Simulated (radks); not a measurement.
Ag39+, 8 electrons, occupied as [He] 2s2 2p4. Calculated with a radial shooting solver on a logarithmic mesh with Libxc functionals: scalar-relativistic Kohn-Sham, exchange-only LDA, spin-polarised, spherical densities, point nucleus; open shells are filled with parallel spins first (spin-orbit coupling, left out, can overturn this in heavy ions). Some entries of the table are withheld. Estimate them.

orbital  occ.  eigenvalue (eV)  r(max) (bohr)  <1/r> (bohr^-1)
1s up       1              (1)        0.02017            49.44
1s down     1              (2)        0.02016            49.47
2s up       1        -6255.233         0.1117              (3)
2s down     1        -6223.462         0.1119              (4)
2p up       3        -5935.404        0.08867            11.24
2p down     1        -5897.300        0.08883            11.21

Answer. 
(1) 1s up eigenvalue (eV): -28143.71
(2) 1s down eigenvalue (eV): -28121.50
(3) 2s up <1/r> (bohr^-1): 11.66
(4) 2s down <1/r> (bohr^-1): 11.63
